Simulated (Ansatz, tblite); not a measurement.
Cost and result up the ladder for SiEt2F2 (C4H10F2Si) (17 atoms). Charge 0, multiplicity 1. Geometry: PBE0-D4/def2-SVP.

```xyz
17

Si    0.157    0.211   -0.251
C    -1.629    0.412    0.213
C    -2.307    1.623   -0.425
H    -1.684    0.468    1.315
H    -2.152   -0.521   -0.063
H    -3.363    1.704   -0.123
H    -1.804    2.559   -0.137
H    -2.279    1.562   -1.524
C     1.070   -1.185    0.565
C     2.533   -1.306    0.141
H     0.520   -2.118    0.346
H     0.989   -1.042    1.657
H     3.035   -2.143    0.649
H     2.620   -1.472   -0.944
H     3.092   -0.387    0.376
F     0.938    1.602    0.069
F     0.263    0.033   -1.864
```

Ansatz on 4 threads of Intel Xeon on a shared host; xTB runs through tblite on one thread. Times are rough, summed over both states, and most runs start from the orbitals of an earlier one. PBE0-D4/def2-TZVP serves as the yardstick here, not as an exact answer. The other state is a triplet.

The xTB rows come from tblite.

xTB has no spin-polarisation term.

```tsv
level	functions	wall time
GFN2-xTB	43	0.054 s
GFN1-xTB	53	0.073 s
PBE-D4/def2-TZVP	283	22 s
r2SCAN-D4/def2-TZVP (with forces)	283	41 s
PBE0-D4/def2-TZVP	283	80 s
```

Q: Estimate what each level gives for the vertical triplet (eV).

A: 
| level | vertical triplet (eV) | difference from PBE0-D4/def2-TZVP (eV) |
| --- | --- | --- |
| GFN2-xTB | 7.14 | -0.62 |
| GFN1-xTB | 7.27 | -0.48 |
| PBE-D4/def2-TZVP | 7.01 | -0.75 |
| r2SCAN-D4/def2-TZVP (with forces) | 7.49 | -0.26 |
| PBE0-D4/def2-TZVP | 7.76 | 0.00 |
